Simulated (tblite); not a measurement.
Species: C5H9N2S (charge +1).
Numbering: `[CH3:1][S:2][c:3]1[cH:4][n:5]([CH3:6])[cH:7][nH+:8]1` (hydrogens: H9, H10, H11 on C1; H12 on C4; H13, H14, H15 on C6; H16 on C7; H17 on N8)

Geometry (GFN2-xTB, Å), atoms numbered from 1 in this order:
```xyz
17
C5H9N2S angstrom
C      2.9998   -0.7020   -0.3256
S      2.3718    0.9948   -0.3926
C      0.6995    0.7401   -0.0267
C     -0.0518   -0.3799    0.2503
N     -1.3381    0.0290    0.4639
C     -2.4344   -0.8447    0.7841
C     -1.3959    1.3428    0.3285
N     -0.1733    1.7972    0.0309
H      2.8593   -1.1072    0.6709
H      4.0606   -0.6316   -0.5472
H      2.5064   -1.3062   -1.0797
H      0.2335   -1.4090    0.3078
H     -2.2302   -1.3791    1.7127
H     -3.3468   -0.2643    0.9013
H     -2.5764   -1.5770   -0.0115
H     -2.2745    1.9480    0.4382
H      0.0837    2.7611   -0.1286
```

Computed with GFN2-xTB (tblite): harmonic, unscaled wavenumbers at the GFN2-xTB geometry, gas phase. Errors from tens to a few hundred cm⁻¹ against measured bands are possible. One conformer, not necessarily the lowest.

Harmonic wavenumbers (cm⁻¹): 70.2, 83.0, 142.0, 148.8, 193.4, 280.1, 297.3, 382.0, 462.6, 588.3, 606.0, 681.8, 705.9, 736.0, 740.5, 753.8, 924.6, 946.1, 959.2, 1020.2, 1052.2, 1093.0, 1093.4, 1102.1, 1171.6, 1301.2, 1317.4, 1363.0, 1391.8, 1406.5, 1424.4, 1432.4, 1432.9, 1443.4, 1506.0, 1548.6, 3015.0, 3026.5, 3044.9, 3058.0, 3059.0, 3062.3, 3168.1, 3207.6, 3435.7.

A = 4199, B = 1059, C = 854.5 MHz; mass 129.049 u (most abundant isotopes); point group Cs, symmetry number 1.

Q: Zero-point energy?

A: ½Σν̃ = 29939 cm⁻¹ = 85.60 kcal/mol.

Q: Entropy at 298.15 K, 1 bar (ideal gas, RRHO, classical rotation)?

A: Translation 40.50, rotation 28.83, vibration 23.64: S = 93.0 cal/(mol K).

Q: And Cp and H(298.15 K) − H(0)?

A: Cp = 34.00 cal/(mol K), of which vibrations give 26.05 (their classical limit is 45 R = 89.4); H(298.15 K) − H(0) = 6.20 kcal/mol without the zero-point energy, 3.83 from vibrations.

Q: Which modes carry the vibrational entropy at 298.15 K?

A: 70.2 cm⁻¹: 4.15; 83.0 cm⁻¹: 3.82; 142.0 cm⁻¹: 2.78; 148.8 cm⁻¹: 2.69; 193.4 cm⁻¹: 2.19; 280.1 cm⁻¹: 1.53 cal/(mol K); the other 39 give 6.48 together.

Q: What must be added to the electronic energy to get the Gibbs energy at 298.15 K and 1 bar?

A: ZPE + [H(298.15 K) − H(0)] − T·S = 85.60 + 6.20 − 27.72 = 64.08 kcal/mol.

Q: Blend soft modes into free rotors: weight 1/[1 + (100 cm⁻¹/ν̃)⁴] for the oscillator and the rest for a rotor with moment μB/(μ + B), μ = h/(8π²ν), B = 10⁻⁴⁴ kg m². What vibrational entropy results?

A: 22.28 cal/(mol K) in place of 23.64, which changes −T·S at 298.15 K by +0.41 kcal/mol.

Q: How do the functions run with temperature in this model?

A: 
```json
{"T (K)": "100", "S (cal/(mol K))": "67.0", "Cp (cal/(mol K))": "17.0", "H − H(0) (kcal/mol)": "1.20", "G − H(0) (kcal/mol)": "-5.50", "ln q(vib)": "1.18"}
{"T (K)": "200", "S (cal/(mol K))": "81.3", "Cp (cal/(mol K))": "25.1", "H − H(0) (kcal/mol)": "3.30", "G − H(0) (kcal/mol)": "-12.96", "ln q(vib)": "3.31"}
{"T (K)": "300", "S (cal/(mol K))": "93.2", "Cp (cal/(mol K))": "34.2", "H − H(0) (kcal/mol)": "6.26", "G − H(0) (kcal/mol)": "-21.69", "ln q(vib)": "5.47"}
{"T (K)": "500", "S (cal/(mol K))": "114.7", "Cp (cal/(mol K))": "50.7", "H − H(0) (kcal/mol)": "14.83", "G − H(0) (kcal/mol)": "-42.52", "ln q(vib)": "9.84"}
{"T (K)": "800", "S (cal/(mol K))": "142.3", "Cp (cal/(mol K))": "66.4", "H − H(0) (kcal/mol)": "32.62", "G − H(0) (kcal/mol)": "-81.21", "ln q(vib)": "16.24"}
{"T (K)": "1000", "S (cal/(mol K))": "157.9", "Cp (cal/(mol K))": "73.1", "H − H(0) (kcal/mol)": "46.61", "G − H(0) (kcal/mol)": "-111.25", "ln q(vib)": "20.25"}
```

q(vib) and H(0) count from the zero-point level.

Hindered rotation and anharmonicity are outside this model. Other conformers, if any are populated, would add a mixing term that is left out.
